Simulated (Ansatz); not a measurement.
Competing steps

Reactants: SiNH₄Cl ([NH2][SiH2][Cl]) + H₂O (brackets give SMILES or just the links). Saddle points were found for several chosen steps; others may exist. Gas-phase electronic energies, without zero-point energy, by CCSD(T) at an estimated basis limit (MP2 extrapolated from triple and quadruple zeta, plus CCSD(T) − MP2 in triple zeta); Ansatz 0.2.0, def2-TZVPP and QZVPP, frozen cores, on PBE0-D4/def2-TZVP structures. Extrapolation: Hartree–Fock as exp(−7.88 √X), correlation as X^−2.97. No counterpoise correction.

Rank the steps by the energy of their saddle points, lowest first, and give each saddle's height above the lowest. (Judge from chemistry; the value comes from the calculation.)
A. four-centre ligand exchange, to SiNH₅O ([NH2][SiH2][OH]) + HCl (breaks or loosens Cl–Si, H–O; forms Cl–H, O–Si)
B. four-centre ligand exchange, to SiH₃ClO ([OH][SiH2][Cl]) + NH₃, still joined by a dative N–Si bond (breaks or loosens H–O, N–Si; forms H–N, O–Si)

By the calculation: A (0.000 eV), B (0.386 eV). Heights count from the lowest.

The lowest of these saddles lies at 0.615 eV relative to the separated reactants.

Does the lowest of these saddles lead to the lowest end structure (the products still in contact)? (A judgement: the text doesn't fix the answer.)

Computed: No: the step over a higher saddle ends lower. Relative to the separated reactants, the ends lie at -0.169 (SiNH₅O ([NH2][SiH2][OH]) + HCl); -0.725 (SiH₃ClO ([OH][SiH2][Cl]) + NH₃) eV.

T1 diagnostic: at most 0.011.

For scale, one of the runs: CCSD(T)/def2-TZVPP, 230 basis functions, launched by `ansatz run in.yaml --threads 4 --pin off --events-out ev --progress --plain --max-ram 9574MiB`. The run took 110 s on 4 CPU threads of an Intel Xeon (shared host), with 3.8 GiB of host memory at its peak.
